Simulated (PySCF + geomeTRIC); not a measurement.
Species: [Ti(NH2)3(H)] (charge 0, multiplicity 1).

Q: Give a relaxed geometry from BP86-D3(BJ)/def2-SVP run with PySCF + geomeTRIC.

A: This is not unique; one that fits is the end point of this relaxation, one of several conformers.
Cartesian coordinates (Å) in one orientation:
```xyz
11

Ti     0.150    -0.025     0.115
N     -0.819     1.511     0.595
H     -1.839     1.541     0.457
H     -0.491     2.438     0.889
N      2.001     0.138     0.390
H      2.508     0.958     0.027
H      2.677    -0.536     0.769
N     -0.573    -1.613     0.810
H     -1.448    -1.775     1.323
H     -0.140    -2.520     0.585
H     -0.040    -0.159    -1.605
```
